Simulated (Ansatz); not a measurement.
Clusters of 7 atoms, hydroxo: PBE0-D4/def2-SVP single points in Ansatz on relaxed structures, gas phase. Each cluster is the lowest isomer that a short search found in that spin, judged at the geometry's level, and lower ones may exist. Core potentials for Cd, In, La, Mo, W, no spin–orbit coupling. Binding counts from free atoms in the multiplicity of their measured ground term, without zero-point energy. A dash marks a value that wasn't run or was left out as unsound. The structures are stationary points that may keep the symmetry of their start.

| species | atoms | state | geometry | HOMO (eV) | LUMO (eV) | gap (eV) | binding per atom (eV) | point group (within 0.1 Å) |
| --- | --- | --- | --- | --- | --- | --- | --- | --- |
| BO3H3 | 7 | singlet | PBE-D4/def2-TZVP | -4.51 | -0.86 | 3.65 | 3.30 | – |
| Cd2O3H2 | 7 | singlet | r2SCAN-D4/def2-SVP | -7.50 | -1.82 | 5.68 | 2.54 | – |
| AlO3H3 | 7 | singlet | PBE0-D4/def2-TZVP | -8.64 | -0.14 | 8.51 | 3.97 | C3h |
| Mg2O3H2 | 7 | singlet | r2SCAN-D4/def2-SVP | -5.10 | -2.18 | 2.92 | 3.21 | C2v |
| InO3H3 | 7 | singlet | PBE0-D4/def2-SVP | -8.28 | -1.77 | 6.51 | 3.22 | Cs |
| MoO4H2 (with an O–O bond) | 7 | singlet | PBE-D4/def2-SVP | -7.99 | -3.26 | 4.73 | 3.73 | – |
| Ca2O3H2 | 7 | singlet | B3LYP-D4/def2-SVP | -5.92 | -1.10 | 4.82 | 3.69 | – |

Q: Estimate the rows for LaO3H3 (with an O–O bond) (singlet, r2SCAN-D4/def2-SVP geometry); WO4H2 (with an O–O bond) (singlet, PBE-D4/def2-SVP geometry); GaO3H3 (singlet, PBE-D4/def2-SVP geometry).

A: 
| species | atoms | state | geometry | HOMO (eV) | LUMO (eV) | gap (eV) | binding per atom (eV) | point group (within 0.1 Å) |
| --- | --- | --- | --- | --- | --- | --- | --- | --- |
| LaO3H3 (with an O–O bond) | 7 | singlet | r2SCAN-D4/def2-SVP | -6.08 | -1.46 | 4.62 | – | – |
| WO4H2 (with an O–O bond) | 7 | singlet | PBE-D4/def2-SVP | -8.01 | -2.75 | 5.26 | – | – |
| GaO3H3 | 7 | singlet | PBE-D4/def2-SVP | -8.56 | -0.91 | 7.65 | 3.56 | Cs |

The gap (eV) runs from 2.92 (Mg2O3H2) to 8.51 (AlO3H3).
